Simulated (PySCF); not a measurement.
Compound: C4H4F4.
Structure used (GFN2-xTB), in Å, numbered top down from 1:
```xyz
12
C4H4F4 angstrom
F      0.2016   -2.1003   -0.6925
C      0.1253   -1.0693    0.1872
C     -1.1068   -0.1619    0.0408
C     -0.1938    1.0747    0.0418
F     -0.4019    1.9553   -0.9701
C      1.0340    0.1454   -0.1235
F      1.5936    0.1471   -1.3399
F      2.0332    0.3538    0.7669
H      0.3042   -1.4688    1.1894
H     -1.8511   -0.2193    0.8287
H     -1.5759   -0.2978   -0.9322
H     -0.1610    1.6403    0.9775
```

Definitions: NICS(0) = −σiso at the ring centroid; NICS(1) = −σiso and NICS(1)zz = −σzz at ±1 Å along the ring normal z. Level: GIAO PBE0/pcSseg-1 (PySCF, non-relativistic, gas phase) on the GFN2-xTB geometry, one conformer.

Ring bond lengths (Å), with Mayer bond orders in brackets: C2–C3 1.537 (1.04), C3–C4 1.537 (1.04), C4–C6 1.549 (0.94), C6–C2 1.548 (0.94).

Task: Give the NICS values of each ring in ppm.

Result: 
```csv
ring,type,NICS(0),"NICS(1), two faces","NICS(1)zz, two faces",rms pucker (Å),"centre to ring atoms, mean (Å)"
C2–C3–C4–C6,4-membered carbocycle; formal bonds all single,-3.0,-4.6 / -0.6,-3.9 / 5.1,0.08,1.09
```

Task: What do they say, and how far can they be read as aromaticity?

Result: 
- C2–C3–C4–C6: mean NICS(1)zz 0.6 ppm, near zero. C2, C3, C4, C6 have four or more neighbours; no verdict on aromaticity is drawn. The two faces differ by 9.0 ppm, so no symmetry operation interchanges them.

Task: List the ring angles and the Hirshfeld charges of the ring atoms.

Result: 
- C2–C3–C4–C6: C2 89.3° (+0.050 e), C3 89.9° (-0.087 e), C4 89.3° (+0.050 e), C6 89.1° (+0.168 e); sum 357.7° against 360° for a flat convex ring.
